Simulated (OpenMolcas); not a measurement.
# What dynamic correlation does to the levels of Ca

```
Program             : OpenMolcas 26.06
Basis               : ANO-RCC-VQZP [7s6p3d2f1g]
Scalar Hamiltonian  : DKH2, point nucleus
Active space        : 2 electrons in 9 orbitals (3d 4s 4p)
State averaging     : 2S+1 = 3 even, 18 roots (8 in the spin-orbit step); 2S+1 = 1 even, 12 roots; 2S+1 = 3 odd, 18 roots; 2S+1 = 1 odd, 8 roots
Spin-orbit coupling : RASSI with atomic mean-field integrals over the reference wave functions, term energies averaged over their components
```

Methods on the same reference wave functions:
A. CASSCF
B. SS-CASPT2, IPEA 0.25 Eh, imaginary shift 0.1 Eh (closed shells correlated: 3s 3p)
C. MS-CASPT2, IPEA 0.25 Eh, imaginary shift 0.1 Eh (closed shells correlated: 3s 3p)

Energies in cm-1 above 4s2 1S0, the measured ground level; measured values from NIST Handbook of Basic Atomic Spectroscopic Data.

| Level | A | B | C | Measured |
| --- | --- | --- | --- | --- |
| 4s2 1S0 | 0.0 | 0.0 | 0.0 | 0.0 |
| 4s 4p 3P* 0 | 14041 | 14760 | 14850 | 15158 |
| 4s 4p 3P* 1 | 14069 | 14780 | 14880 | 15210 |
| 4s 4p 3P* 2 | 14124 | 14840 | 14930 | 15316 |
| 4s 4p 1P* 1 | 23874 | 23320 | 23420 | 23652 |
| 3d 4s 1D2(1) | 26278 | 26320 | 26190 | 21850 |
| 3d 4s 3D1 | 26934 | 25330 | 25430 | 20335 |
| 3d 4s 3D2 | 26940 | 25340 | 25440 | 20349 |
| 3d 4s 3D3 | 26949 | 25340 | 25450 | 20371 |
| 4p2 3P0 | 37503 | 38730 | 38830 | 38418 |
| 4p2 3P1 | 37542 | 38770 | 38870 | 38465 |
| 4p2 3P2 | 37617 | 38840 | 38940 | 38552 |
| 3d 4p 3F* 2 | 40609 | 40470 | 40570 | 35730 |
| 3d 4p 3F* 3 | 40647 | 40510 | 40610 | 35819 |
| 3d 4p 3F* 4 | 40695 | 40550 | 40660 | 35897 |
| 3d 4p 1D* 2 | 41042 | 41280 | 41380 | 35835 |

Deviations, from unrounded energies. A percentage is the sum of absolute deviations over the sum of measured energies, with the sign that they share, or ± where signs differ.

| Against measurement | Levels | A | B | C |
| --- | --- | --- | --- | --- |
| mean absolute deviation (cm-1) | 15 | 3400 | 2800 | 2800 |
| other configurations (%) | 15 | ±12.3 | ±10.1 | ±10.2 |

B, C lie about equally close to measurement and A furthest from it. The largest miss of B in the table is 3d 4p 1D* 2, by +5400 cm-1. The ranking rests on the paired levels alone, and a cruder setting can come out closer through cancelling errors.

Between B and C the level of the table that moves most is 3d 4s 1D2(1), by 130 cm-1 (lowest in C, highest in B). Moves below CASPT2's spread within the term are not significant.

The mean deviations of B to C differ by less than CASPT2's widest spread within a term (86 cm-1), so their order carries little weight.

The lowest spin-free term lies below A's lowest term by 0.264 hartree in B, 0.265 hartree in C.

Term energies are means over components that CASPT2 splits; among the terms shown or strongly mixed into the levels shown the widest spread is 86 cm-1 (3d 4p 3F*, C). Some high roots are left out of the spin-orbit mixing, which shifts the levels that they would mix with. Configurations are named by rounded mean occupations; where the s occupation lies near a half they are strongly mixed, a name can repeat and a true partner stay unpaired. A single d shell beside an s shell can misplace configurations of different d count against each other. Without dynamic correlation excited terms often stand tens of per cent too high (terms of higher spin than the ground term too low), and those without a measured partner can miss by more than the paired ones (holds for A). Measured partners are found by configuration, term and J. A level has none where our copy of the source lacks it or the pairing is in doubt (some pairs that miss far off the trend of their configuration count as doubtful), and it then counts in no deviation. Only configurations of the active space appear. Levels that lie high or do not pair safely by name in every column are left out.

A number in round brackets counts repeated terms of one configuration in the order of the reference energies. * marks odd parity.
